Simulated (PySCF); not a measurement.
## Excitation energy of Xe by level of theory

Xe [Xe] (1S) → Xe [Kr] 4d10 5s2 5p5 5d1 (high-spin determinant), as a difference of total energies. Calculation: PySCF 2.14, in aug-cc-pwCVDZ-PP with ECP28MDF (6s5p4d1f, 48 functions); a scalar-relativistic core potential. Correlated levels: valence and next inner shell: nothing frozen outside the core potential. The calculations carry no spin-orbit coupling.

```json
{"method": "UHF", "excitation energy (eV)": "11.302"}
{"method": "MP2 (valence and next inner shell)", "excitation energy (eV)": "12.337"}
{"method": "SCS-MP2 (valence and next inner shell)", "excitation energy (eV)": "12.205"}
{"method": "CCSD (valence and next inner shell)", "excitation energy (eV)": "12.021"}
{"method": "CCSD(T) (valence and next inner shell)", "excitation energy (eV)": "12.002"}
```

Question: How much does correlation contribute at CCSD(T) (valence and next inner shell)?

Answer: 12.002 − (11.302) = 0.700 eV, measured against UHF.

The promoted electron is Rydberg-like, and one or two diffuse shells describe it only roughly, which tends to raise the upper state.

The determinant of the upper state mixes LS terms, which raises its energy above the lowest term, most at the Hartree-Fock and MP2 levels.
